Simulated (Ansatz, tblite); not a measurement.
Series (HZnX)2: vertical IE (eV) at several levels, gas phase, relaxed structures; Ansatz, xTB through tblite. Raw xTB energies of ions are shifted by several eV. The structures are stationary points that may keep the symmetry of their start.

```tsv
species	state	geometry	GFN2-xTB	PBE-D4/def2-TZVP	r2SCAN-D4/def2-TZVP	PBE0-D4/def2-TZVP
(HZn-mu-Cl)2 (Zn2H2Cl2)	singlet to doublet	r2SCAN-D4/def2-SVP	14.69	9.90	10.10	10.34
(HZn-mu-F)2 (Zn2H2F2)	singlet to doublet	r2SCAN-D4/def2-SVP	15.74	10.44	10.62	10.86
(HZn-mu-OH)2 (Zn2O2H4)	singlet to doublet	r2SCAN-D4/def2-SVP	14.49	9.39	9.56	9.82
```

Over the 3 species that have every level, the mean is 14.97 at GFN2-xTB, 9.91 at PBE-D4/def2-TZVP, 10.09 at r2SCAN-D4/def2-TZVP, 10.34 at PBE0-D4/def2-TZVP.
